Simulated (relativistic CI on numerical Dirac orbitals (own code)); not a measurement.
# Lu53+: sensitivity of the levels to the model

Base calculation: Dirac-Coulomb-Breit CI, separate exchange-only KLI orbitals for each configuration, QED by a radiative potential, unscaled Slater integrals.

Configuration list (outside the closed core [Ne]): 3s2 3p6, 3s2 3p5 3d, 3s 3p6 3d, 3s2 3p5 4s, 3s2 3p5 4p, 3s2 3p5 4d, 3s 3p6 4s, 3p6 3d 4p, 3s2 3p5 4f, 3s 3p6 4p, 3s 3p6 4d, 3s 3p6 4f, 3s2 3p5 5s, 3s2 3p5 5p, 3s2 3p5 5d, 3s2 3p5 5f, 3s2 3p5 5g, 3s 3p6 5s, 3s 3p6 5p, 3s 3p6 5d, 3s 3p6 5f, 3p6 3d2, 3p5 3d3, 3p5 3d2 4s, 3p5 3d2 4p, 3p5 3d2 4d, 3p6 3d 4s, 3p5 3d 4s2, 3p5 3d 4s 4p, 3p5 3d 4s 4d, 3p6 4s2, 3p5 4s2 4p, 3p5 4s2 4d. Double excitations out of closed p, d and f shells are left out; levels of such configurations are missing from the list, as are those of other unlisted configurations, and high levels can miss mixing partners. These lack a partner that the ground configuration has and come out too high: 3s2 3p5 4f, 3s2 3p5 5s, 3s2 3p5 5p, 3s2 3p5 5d, 3s2 3p5 5f.

The lowest level and the first level of each name with at least 55 % of one term (blank where a level has no safe partner in the second run):

```
           Level  Base (eV)  Shift (eV)
    3s2 3p6 1S_0       0.00        0.00
3s2 3p5 3d 3P°_0     224.62       +0.96
3s2 3p5 3d 3P°_1     235.14       +1.47
3s2 3p5 3d 3F°_3     239.51       +1.90
3s2 3p5 3d 3F°_4     296.86       +3.69
3s2 3p5 3d 3D°_3     313.17       +3.19
3s2 3p5 3d 3F°_2     518.32       +4.95
  3s 3p6 3d 3D_1     724.78       +1.22
  3s 3p6 3d 3D_2     731.09       +1.53
  3s 3p6 3d 3D_3     789.10       +3.22
  3s 3p6 3d 1D_2     802.81       +2.94
    3p6 3d2 3F_2    1465.89       +2.73
    3p6 3d2 3P_0    1489.06       +1.94
    3p6 3d2 3F_3    1526.48       +4.50
```

At this charge energies of transitions that change n are usually good to better than 1 %, and those within a shell (Δn = 0) to a few per cent.

(1) One thing was changed in a second run, which moved the levels as shown. Which?
A. valence Slater integrals scaled by 0.9
B. Breit term removed
C. QED terms removed
D. configuration mixing switched off

Answers

(1) B. Breit term removed. The Breit term mainly narrows fine-structure intervals, so removing it widens them.

LS names give the leading component of a level, which can be under half, so a name can repeat, a term be missing and a line seem to break the LS rules.
